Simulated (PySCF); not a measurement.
Input for PySCF: R-B3LYP/6-31G* on GeH4 (SMILES [GeH4]) with ghost functions, monomers drawn apart or pushed together.

```python
from pyscf import gto, scf, dft, mp
from pyscf.data.elements import chemcore

mol = gto.M(
    atom='''
    Ge   -0.18276866    0.12364739    5.12433667
    H     0.42870079    1.43351703    4.60723810
    H    -0.27850426    0.17467933    6.65691587
    H     0.70572800   -1.05686443    4.70741729
    H    -1.58729095   -0.05653447    4.53116565
    ghost-C    0.10154463   -0.06870056   -0.20314418
    ghost-H   -0.57459387   -0.84581333    0.15010535
    ghost-H    0.16497005   -0.10926554   -1.28954688
    ghost-H   -0.27483586    0.90662026    0.10205640
    ghost-H    1.09077818   -0.22655384    0.22404995
    ''',
    basis='6-31g*',
    cart=True,
    charge=0, spin=0, verbose=3, max_memory=1800)
mf = dft.RKS(mol, xc='b3lyp')
mf.conv_tol = 1e-8
mf.max_cycle = 100
mf.kernel()
if not mf.converged:
    mf = mf.newton().run(mf.mo_coeff, mf.mo_occ)
```

It printed:

```
converged SCF energy = -2079.15324883313
```

The calculation finished and met its thresholds.

Cost: very roughly 2.8 core-seconds.
